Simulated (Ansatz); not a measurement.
`N[SiH](N)S`, relaxed with RKS PBE-D4/def2-SVP in Ansatz 0.2.0 from a rough embedded geometry. The force threshold is 0.03 eV/Å; the program also tests the step.

Total charge 0; spin multiplicity 1.

Start:

```xyz
10

N     0.921    0.550   -0.892
Si    0.056    0.090    0.384
N    -1.425    0.551   -0.256
S     0.115   -2.052    0.567
H     0.391    0.340   -1.757
H     1.792   -0.064   -1.011
H     0.395    0.800    1.641
H    -2.149    0.279    0.481
H    -1.419    1.583   -0.277
H     1.323   -2.076    1.118
```

(1) How much energy does the relaxation release, and in how many steps? (Estimate.)

(2) Which bonds change most? (Best estimate.)

(3) Give the relaxed structure. (Estimate.)

## Answers

(1) Computed: 25.38 kcal/mol, in 9 steps, 2 of them rejected.

(2) Ansatz gave: N1–Si2 from 1.608 to 1.736 Å; Si2–N3 from 1.677 to 1.730 Å; N1–H6 from 1.073 to 1.023 Å; N3–H8 from 1.068 to 1.021 Å.

(3) Ansatz gave: 
```xyz
10

N     0.996    0.581   -1.106
Si    0.109    0.035    0.283
N    -1.521    0.545    0.012
S    -0.158   -2.097    0.661
H     0.701    0.255   -2.030
H     2.017    0.610   -1.045
H     0.912    0.559    1.450
H    -2.275    0.184    0.600
H    -1.703    1.499   -0.309
H     0.923   -2.171    1.484
```
